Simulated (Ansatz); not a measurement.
Two isomers of C3H6BF: A = `B/C=C(/C)F`, B = `FB1CCC1`.

Calculated with Ansatz (gas phase, PBE0-D4/def2-TZVP geometries, no zero-point term in ΔE). CCSD(T)/CBS is the MP2 limit (def2-TZVPP, def2-QZVPP) plus CCSD(T) − MP2 in def2-TZVPP, frozen cores. DFT in def2-TZVPP. B3LYP here is the variant with VWN-RPA as its local correlation; programs differ in this.

A:

```xyz
11

B    -1.8135   -0.4434   -1.0846
C    -0.7688    0.2872   -0.2530
C     0.4162   -0.2322    0.1027
C     1.4901    0.3941    0.9043
F     0.7541   -1.4667   -0.2701
H    -2.8464    0.0980   -1.3538
H    -1.6183   -1.5553   -1.4755
H    -0.9344    1.2986    0.1067
H     2.4167    0.4253    0.3241
H     1.6884   -0.2090    1.7950
H     1.2160    1.4033    1.2042
```

B:

Z-matrix (Å, degrees):
```
C
B 1 1.571
C 1 1.558 2 84.4
H 1 1.091 2 120.8 3 -119.3
H 1 1.095 2 112.6 3 111.2
F 2 1.319 1 132.9 3 160.2
C 2 1.570 1 93.7 3 -12.8
H 3 1.091 1 115.5 2 134.0
H 3 1.091 1 111.3 2 -102.1
H 7 1.095 2 112.7 1 -98.5
H 7 1.091 2 120.8 1 132.0
```

Task: Which is lower in electronic energy at CCSD(T)/CBS, and by how much? (An estimate is asked.)

Result: Ansatz gave: B, by 46.2 kcal/mol.

Task: Give E(B) − E(A) in kcal/mol with CCSD/def2-TZVPP, B2PLYP, ωB97M-V, CCSD(T)/def2-TZVPP, PBE-D4, r2SCAN-D4, B3LYP. (Best estimate.)

Result: The calculation gave: CCSD/def2-TZVPP -46.3, B2PLYP -43.3, ωB97M-V -46.1, CCSD(T)/def2-TZVPP -45.8, PBE-D4 -44.4, r2SCAN-D4 -43.9, B3LYP -41.0. None reverses the order clearly.

Largest T1 diagnostic: 0.012.

From PBE to PBE0 (25 % exact exchange), in def2-TZVPP and without D4, E(B) − E(A) moves by −2.9 kcal/mol. In def2-TZVPP, CCSD(T) changes the Hartree–Fock value by −5.7 kcal/mol (the triples alone add +0.5 kcal/mol) and MP2 by −8.3 kcal/mol.
